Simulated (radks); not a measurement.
Results of a calculation; reference values are marked as such.
Coulomb parameter of the 4f shell of the samarium ion Sm3+ in the model configuration [Xe] 4f4 6s1, as a second difference U = [E(n + 0.5) + E(n - 0.5) - 2 E(n)] / (0.5)^2 with all orbitals relaxed. "Bare": the charge of the atom changes with n. "Screened": the 6s shell takes up the change at fixed total charge, which measures U(4f,4f) + U(6s,6s) - 2 U(4f,6s). Code: a radial shooting solver on a logarithmic mesh with Libxc functionals. Model: Dirac Kohn-Sham, PBE, spin-unpolarised, spherical densities, finite nucleus; open shells are shared between the two j in proportion to 2j + 1; Fermi nuclear charge, rms radius 5.0819 fm.

| case | configuration | E - E(n) (eV) |
|---|---|---|
| start | [Xe] 4f4 6s1 | 0.000 |
| bare +0.5 | [Xe] 4f4.5 6s1 | -18.821 |
| bare -0.5 | [Xe] 4f3.5 6s1 | 23.740 |
| screened +0.5 | [Xe] 4f4.5 6s0.5 | -8.060 |
| screened -0.5 | [Xe] 4f3.5 6s1.5 | 10.174 |

U(bare) = 19.677 eV, U(screened by 6s) = 8.456 eV.
